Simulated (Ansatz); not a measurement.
System: C₂H₈BN, charge 0, multiplicity 1. 
Structure (B3LYP-D3(BJ)/def2-TZVP (Ansatz, an electronic-structure program) minimum search):
```
B
N 1 1.4003
H 2 1.0067 1 123.21
H 2 1.0067 3 113.57 1 -180.00
C 1 1.5804 2 119.63 3 0.00
H 5 1.0930 1 114.13 2 0.00
H 5 1.0948 6 107.64 1 123.25
H 5 1.0948 6 107.64 7 113.50
C 1 1.5804 2 119.63 3 -180.00
H 9 1.0930 1 114.13 2 0.00
H 9 1.0948 10 107.64 1 -123.25
H 9 1.0948 10 107.64 11 -113.50
```
Charge 0, spin multiplicity 1.

Quantity: atomisation energy (electronic, to ground-state atoms), in kJ/mol. Cores are frozen in the correlated levels unless marked. Open shells are spin-unrestricted. No spin-orbit coupling. No relativistic terms. The coupled-cluster limit lacks core correlation, which all-electron functionals hold. Basis-set limits of correlation are two-point, X^-3; Hartree-Fock from the larger set. [CCSD(T)-MP2]/basis is that difference in the basis named.

```
level                                                                 program  atomisation energy (kJ/mol)  minus last row
-------------------------------------------------------------  --------------  ---------------------------  --------------
revPBE-D3(BJ)/def2-TZVPD                                       Ansatz + dftd3                       4616.7           -27.1
BHLYP-D3(BJ)/def2-TZVPD                                        Ansatz + dftd3                       4572.2           -71.6
CAM-B3LYP-D4/def2-TZVPD                                        Ansatz + dftd4                       4687.5            43.7
B2PLYP-D3(BJ)/def2-TZVPD                                       Ansatz + dftd3                       4617.2           -26.6
MP2/aug-cc-pVDZ                                                        Ansatz                       4395.7          -248.1
CCSD/6-31G*                                                            Ansatz                       4192.8          -451.0
RI-MP2/CBS(aug-cc-pVTZ,aug-cc-pVQZ)+[CCSD(T)-MP2]/aug-cc-pVTZ          Ansatz                       4643.8             0.0
```
